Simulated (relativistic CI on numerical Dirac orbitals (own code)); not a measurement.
## Electric-dipole transitions in Sn³⁵⁺

These numbers are calculated, not measured: Dirac-Coulomb-Breit CI, KLI orbitals optimised for each configuration, a model potential for QED, unscaled Slater integrals (own radial code, finite nucleus).

Configurations in the expansion (outside the closed core [Ne]): 3s2 3p3, 3s 3p4, 3s2 3p2 3d, 3p5, 3s 3p3 3d, 3p4 3d, 3s 3p2 3d2, 3s2 3p 3d 4p, 3p4 4s, 3s 3p2 3d 4s, 3p4 4p, 3s2 3p2 4s, 3s2 3p 3d2, 3s2 3d3, 3s 3p 3d3, 3s2 3d2 4s, 3p3 3d2, 3p2 3d3, 3p2 3d2 4s, 3s2 3p 3d 4s, 3s 3p 3d2 4s, 3s2 3d 4s2, 3s 3p2 3d 4p, 3s 3p 3d2 4p, 3p2 3d2 4p, 3s 3p 3d 4s 4p. Double excitations out of closed p, d and f shells are left out; levels of such configurations are missing from the list, as are those of other unlisted configurations, and high levels can miss mixing partners.

```
λ vac (Å)                   Lower                     Upper   A (s⁻¹)  E lower (10³ cm⁻¹)  E upper (10³ cm⁻¹)
   56.602     3s2 3p3 2P°_3/2 [1]    3s2 3p2 3d 4D_5/2 [23]  1.51e+11                 0.0              1766.7
   56.961   3s2 3p2 3d 4F_3/2 [6]   3s2 3p 3d2 4F°_3/2 [77]  3.91e+11              1099.7              2855.3
   57.073  3s2 3p2 3d 4D_7/2 [17]  3s2 3p 3d2 4P°_5/2 [130]  3.72e+11              1593.6              3345.7
   57.880     3s2 3p3 4S°_3/2 [2]    3s2 3p2 3d 2D_3/2 [35]  3.04e+11               385.4              2113.1
   57.944     3s2 3p3 2P°_3/2 [1]    3s2 3p2 3d 4P_3/2 [22]  5.63e+11                 0.0              1725.8
   58.020     3s2 3p3 4S°_3/2 [2]    3s2 3p2 3d 2D_5/2 [34]  1.39e+11               385.4              2109.0
   58.038     3s2 3p3 4S°_3/2 [2]    3s2 3p2 3d 4P_1/2 [33]  4.47e+11               385.4              2108.4
   58.719       3s 3p4 4P_5/2 [7]    3s 3p3 3d 4D°_7/2 [75]  2.19e+11              1114.4              2817.5
   58.952     3s2 3p3 2P°_1/2 [4]    3s2 3p2 3d 2D_3/2 [37]  3.39e+11               520.2              2216.5
   59.061     3s2 3p3 2D°_5/2 [3]    3s2 3p2 3d 2F_7/2 [36]  3.53e+11               446.6              2139.7
   59.465     3s2 3p3 2P°_3/2 [1]    3s2 3p2 3d 4P_5/2 [19]  2.58e+11                 0.0              1681.7
   59.730      3s 3p4 2D_5/2 [16]  3s2 3p 3d2 2F°_7/2 [119]  2.45e+11              1583.5              3257.7
   60.004       3s 3p4 4P_5/2 [7]    3s 3p3 3d 4P°_5/2 [68]  2.30e+11              1114.4              2781.0
   60.152     3s2 3p3 2D°_5/2 [3]    3s2 3p2 3d 2D_5/2 [34]  2.73e+11               446.6              2109.0
   60.207  3s2 3p2 3d 4F_9/2 [18]  3s2 3p 3d2 2G°_9/2 [125]  2.00e+11              1655.9              3316.8
   64.208   3s2 3p2 3d 4F_3/2 [6]   3s2 3p 3d2 4G°_5/2 [61]  1.45e+11              1099.7              2657.1
   67.639     3s2 3p3 2P°_3/2 [5]        3s 3p4 2P_1/2 [47]  4.92e+11               912.3              2390.7
   68.805     3s2 3p3 4S°_3/2 [2]    3s2 3p2 3d 2D_5/2 [27]  1.63e+11               385.4              1838.8
   68.973  3s2 3p2 3d 2G_9/2 [32]   3s 3p3 3d 2F°_7/2 [150]  2.84e+11              2077.6              3527.4
   69.824     3s2 3p3 2P°_3/2 [5]    3s2 3p2 3d 2D_5/2 [46]  3.03e+11               912.3              2344.5
   70.026     3s2 3p3 2D°_5/2 [3]        3s 3p4 2P_3/2 [28]  1.73e+11               446.6              1874.6
   70.687  3s2 3p2 3d 2F_7/2 [36]  3s2 3p 3d2 2G°_9/2 [153]  2.88e+11              2139.7              3554.4
   71.135  3s2 3p2 3d 2G_9/2 [32]  3s2 3p 3d2 2G°_9/2 [143]  2.30e+11              2077.6              3483.4
   71.157     3s2 3p3 2P°_3/2 [5]    3s2 3p2 3d 2D_3/2 [44]  2.16e+11               912.3              2317.6
   71.826     3s2 3p3 2D°_5/2 [3]    3s2 3p2 3d 2D_5/2 [27]  1.07e+11               446.6              1838.8
   74.169  3s2 3p2 3d 4P_5/2 [19]    3s 3p3 3d 4D°_7/2 [97]  1.82e+11              1681.7              3029.9
   74.356  3s2 3p2 3d 2D_5/2 [46]  3s2 3p 3d2 2F°_7/2 [170]  4.14e+11              2344.5              3689.3
   74.962  3s2 3p2 3d 4F_7/2 [15]   3s2 3p 3d2 2G°_9/2 [80]  1.24e+11              1546.9              2880.9
   75.597     3s2 3p3 2D°_5/2 [3]    3s2 3p2 3d 2G_7/2 [25]  7.36e+10               446.6              1769.4
   79.799   3s2 3p2 3d 4F_5/2 [8]    3s 3p3 3d 4G°_7/2 [53]  7.96e+10              1291.3              2544.4
```

Terms are leading LS components. Brackets give the number of a level in order of energy, since labels repeat. The list gives strong lines, with weight on those to low levels, without lines whose two gauges differ by over a factor of 2.5, among the lowest 200 of 3317 levels, so that lines to higher ones, which can be the strongest, are missing. Levels whose partners in the same complex of configurations lie outside the list can be far off, and so can their lines. Rates are taken at the computed energies, electric ones in the length gauge.

At this charge energies of transitions that change n are usually good to better than 1 %, and those within a shell (Δn = 0) to a few per cent.

LS names give the leading component of a level, which can be under half, so a name can repeat, a term be missing and a line seem to break the LS rules.
